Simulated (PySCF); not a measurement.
HI2Si, SMILES I[SiH]I (connectivity only; charge and spin as stated), charge +1, multiplicity 1.

Geometry: B3LYP-D3(BJ)/def2-SVP. The multiplicity is an assumed one; other spin states were not compared. The isomer is the one that the SMILES or the coordinates give; other isomers of the formula were not compared. The def2 effective core potentials stand for the cores of I; spin–orbit coupling is left out.

All values below come from TDDFT-PBE0/def2-SVPD run with PySCF.

Vertical excitations. Isolated molecule, no solvent. State labels are in the subgroup C2v.

Computed excitation energies, oscillator strengths and character:
```json
[
 {"state": "S1", "symmetry": "A2", "energy (eV)": "3.27", "λ (nm)": "380", "f": "0.000", "main pairs": "HOMO→LUMO 100 %"},
 {"state": "S2", "symmetry": "B1", "energy (eV)": "3.57", "λ (nm)": "347", "f": "0.000", "main pairs": "HOMO−2→LUMO 100 %"},
 {"state": "S3", "symmetry": "B2", "energy (eV)": "3.99", "λ (nm)": "311", "f": "0.077", "main pairs": "HOMO−1→LUMO 83 %, HOMO→LUMO+1 14 %"},
 {"state": "S4", "symmetry": "A2", "energy (eV)": "4.63", "λ (nm)": "268", "f": "0.000", "main pairs": "HOMO−1→LUMO+1 100 %"},
 {"state": "S5", "symmetry": "B2", "energy (eV)": "4.67", "λ (nm)": "265", "f": "0.101", "main pairs": "HOMO→LUMO+1 83 %"},
 {"state": "S6", "symmetry": "A1", "energy (eV)": "4.84", "λ (nm)": "256", "f": "0.000", "main pairs": "HOMO−2→LUMO+1 73 %, HOMO−3→LUMO 25 %"},
 {"state": "S7", "symmetry": "A1", "energy (eV)": "4.94", "λ (nm)": "251", "f": "0.028", "main pairs": "HOMO−3→LUMO 70 %, HOMO−2→LUMO+1 26 %"},
 {"state": "S8", "symmetry": "B1", "energy (eV)": "5.55", "λ (nm)": "223", "f": "0.008", "main pairs": "HOMO−3→LUMO+1 99 %"},
 {"state": "S9", "symmetry": "A2", "energy (eV)": "5.87", "λ (nm)": "211", "f": "0.000", "main pairs": "HOMO−4→LUMO 99 %"},
 {"state": "S10", "symmetry": "B1", "energy (eV)": "6.28", "λ (nm)": "197", "f": "0.000", "main pairs": "HOMO−5→LUMO 99 %"},
 {"state": "T1", "symmetry": "B2", "energy (eV)": "3.08", "λ (nm)": "402", "f": "0", "main pairs": "HOMO−1→LUMO 99 %"},
 {"state": "T2", "symmetry": "A2", "energy (eV)": "3.09", "λ (nm)": "402", "f": "0", "main pairs": "HOMO→LUMO 99 %"},
 {"state": "T3", "symmetry": "B1", "energy (eV)": "3.38", "λ (nm)": "367", "f": "0", "main pairs": "HOMO−2→LUMO 99 %"},
 {"state": "T4", "symmetry": "A1", "energy (eV)": "3.58", "λ (nm)": "347", "f": "0", "main pairs": "HOMO−3→LUMO 99 %"}
]
```
Triplets are in the Tamm–Dancoff approximation, which puts them higher than full response would, so one can lie above its singlet here.
